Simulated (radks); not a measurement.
Values are calculated unless marked as measured or tabulated.
Removal energies from the lead ion Pb6+, [Xe] 4f14 5d8, by Delta-SCF beside the eigenvalue of the level emptied. Level of theory: scalar-relativistic Kohn-Sham, PBE, spin-polarised, spherical densities, finite nucleus; Fermi nuclear charge, rms radius of each element as measured or else 0.836 A^(1/3) + 0.57 fm (a radial shooting solver on a logarithmic mesh with Libxc functionals). Open shells are filled with parallel spins first.

\begin{tabular}{lrrr}
removed from & final configuration & Delta-SCF (eV) & -eigenvalue (eV) \\ \hline
5d & [Xe] 4f14 5d7 & 102.95 & 94.374 \\
5p & [Kr] 4d10 4f14 5s2 5p5 5d8 & 172.17 & 162.25 \\
4f & [Xe] 4f13 5d8 & 229.38 & 212.41 \\
5s & [Kr] 4d10 4f14 5s1 5p6 5d8 & 232.29 & 221.53 \\
\end{tabular}
